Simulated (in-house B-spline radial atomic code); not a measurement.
A fraction x of an electron is moved 3d → 4f in Sn5+, starting from [Kr] 4d9 and keeping the highest spin. Level of theory: scalar-relativistic (X2C) BP86, spin-polarised, spherical fractional occupations, Fermi nucleus of rms radius 4.6519 fm; calculated with a radial B-spline atomic code at the basis-set limit.

| x | E(x) - E(0) (eV) | 3d down level (eV) | 4f up level (eV) |
| --- | --- | --- | --- |
| 0 | 0.0000 | -537.237 | - |
| 0.125 | 63.6965 | -541.375 | -29.997 |
| 0.25 | 127.8428 | -545.492 | -30.530 |
| 0.375 | ? | ? | ? |
| 0.5 | 257.4796 | -553.648 | -31.515 |
| 0.625 | 322.9699 | -557.682 | -31.971 |
| 0.75 | 388.9069 | -561.685 | -32.407 |
| 0.875 | ? | ? | ? |
| 1 | 522.1139 | -569.600 | -33.233 |

Problem. What belongs in the row x = 0.375?

Solution. An energy change of 192.4370 eV; 3d down at -549.584 eV, 4f up at -31.037 eV.

Problem. What belongs in the row x = 0.875?

Solution. An energy change of 455.2888 eV; 3d down at -565.658 eV, 4f up at -32.827 eV.

Problem. Check Janak's theorem between x = 0.125 and 0.25.

Solution. The slope of the energy is 513.17 eV; the orbital levels give 513.17 eV (ε of the receiving orbital less ε of the emptying one, averaged over the two points).
